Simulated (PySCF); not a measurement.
Correlation energy of Al⁺ (aluminium, charge +1)

[Ne] 3s2, closed-shell 1S. Calculation: PySCF 2.14, in aug-cc-pV(D+d)Z (5s4p3d, 32 functions); the non-relativistic Hamiltonian (point nucleus). Frozen: [Ne]; 2 electrons correlated.

With two correlated electrons CCSD is exact within the correlated space (frozen core and kept virtual orbitals).

```json
{"level": "CCSD", "correlation energy (mhartree)": "-38.79"}
```

Diagnostics: T1 = 0.0081, D1 = 0.0115, largest double amplitude 0.112.

Cost of the coupled-cluster step: of the order of 0.1 core-seconds, for 2 correlated electrons.

Iterations:

```
CC2 = 0
CCSD nocc = 1, nmo = 27
frozen orbitals [0, 1, 2, 3, 4]
max_cycle = 100
direct = 0
conv_tol = 1e-08
conv_tol_normt = 1e-06
diis_space = 8
diis_start_cycle = 0
Init t2, MP2 energy = -241.694048755082  E_corr(MP2) -0.0255169250446796
Init E_corr(CCSD) = -0.0255169250448234
cycle = 1  E_corr(CCSD) = -0.033477072633607  dE = -0.00796014759  norm(t1,t2) = 0.0504281
cycle = 2  E_corr(CCSD) = -0.036402700912612  dE = -0.00292562828  norm(t1,t2) = 0.0227421
cycle = 3  E_corr(CCSD) = -0.0387989708251042  dE = -0.00239626991  norm(t1,t2) = 0.0110518
cycle = 4  E_corr(CCSD) = -0.0387862264028113  dE = 1.27444223e-05  norm(t1,t2) = 0.000625343
cycle = 5  E_corr(CCSD) = -0.0387933124658182  dE = -7.08606301e-06  norm(t1,t2) = 6.63876e-05
cycle = 6  E_corr(CCSD) = -0.038788940417841  dE = 4.37204798e-06  norm(t1,t2) = 1.52795e-05
cycle = 7  E_corr(CCSD) = -0.038789885246828  dE = -9.44828987e-07  norm(t1,t2) = 4.28178e-06
cycle = 8  E_corr(CCSD) = -0.0387898813308607  dE = 3.91596729e-09  norm(t1,t2) = 9.41955e-08
CCSD converged
E(CCSD) = -241.7073217113681  E_corr = -0.03878988133086072
```
